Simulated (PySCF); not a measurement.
**Radial density of V²⁺ (vanadium, charge +2)**

B2PLYP, [Ar] 3d3, high-spin 4F determinant. Computed with PySCF 2.14 in aug-cc-pVTZ with one added diffuse shell each of s, p, d, f, g type (9s8p6d4f3g, 118 functions), with the non-relativistic Hamiltonian (point nucleus).

| r (bohr) | 4πr²ρ (e/bohr) | 4πr²(ρα − ρβ) |
| --- | --- | --- |
| 0.00118 | 0.1360 | 0.0000 |
| 0.00199 | 0.3707 | 0.0000 |
| 0.00335 | 0.9856 | 0.0000 |
| 0.00563 | 2.511 | 0.0000 |
| 0.00947 | 5.956 | -0.0001 |
| 0.0159 | 12.54 | -0.0002 |
| 0.0268 | 21.66 | -0.0002 |
| 0.0450 | 27.28 | 0.0000 |
| 0.0758 | 23.12 | 0.0019 |
| 0.127 | 21.91 | 0.0165 |
| 0.214 | 29.66 | 0.1226 |
| 0.361 | 16.89 | 0.6375 |
| 0.607 | 9.619 | 1.7847 |
| 1.02 | 10.43 | 2.1820 |
| 1.72 | 2.504 | 1.0214 |
| 2.89 | 0.1790 | 0.1491 |
| 4.85 | 0.002643 | 0.0026 |
